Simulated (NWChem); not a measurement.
System: Cl2 anion, doublet

```xyz
2

Cl     0.0000     0.0000    -1.3603
Cl     0.0000     0.0000     1.3603
```
Atoms are numbered in this order, from 1.

Program: NWChem. Pople sets run with spherical d functions. Spin-unrestricted. Medium grid unless said otherwise, to which SCAN and Minnesota functionals are sensitive. Sets without diffuse functions describe the anion's extra electron poorly. Coordinates come from a B3LYP/def2-SVPD, spin-unrestricted optimisation. No stability test was run on the SCF state. Level r2SCAN/6-31G*: energy and gradient; each run changes one setting, and changes count from the defaults (medium grid, exact Coulomb integrals, symmetry on).

```tsv
setting	size of the energy change (μHa)	largest change of a gradient component (μHa/bohr)
defaults	< 10	< 30
Becke weights	< 10	< 30
coarse grid	10	< 30
symmetry off	< 10	other frame
extra-fine grid	30	< 30
Coulomb fitting, Weigend set	20	< 30
```
